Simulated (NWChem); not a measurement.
System: CH₄O₂Si; SMILES O=CO[SiH3]

```xyz
8

O     -0.7352    -1.5818     0.0000
C      0.4379    -1.2941     0.0000
O      0.9177    -0.0400     0.0000
Si    -0.2108     1.2567     0.0000
H      1.2571    -2.0282     0.0000
H     -1.0437     1.2241    -1.2237
H     -1.0437     1.2241     1.2237
H      0.6642     2.4506     0.0000
```
Atoms are numbered in this order, from 1.

Computed with NWChem. Structure relaxed at the B3LYP/6-31G* (spherical d) level. Static field.

| level | isotropic polarisability (bohr³) | anisotropy (bohr³) |
|---|---|---|
| PBE/aug-cc-pVDZ | 49.3 | 16.0 |
| B3LYP/aug-cc-pVDZ | 47.1 | 13.9 |
| BHandHLYP/aug-cc-pVDZ | 44.7 | 12.0 |
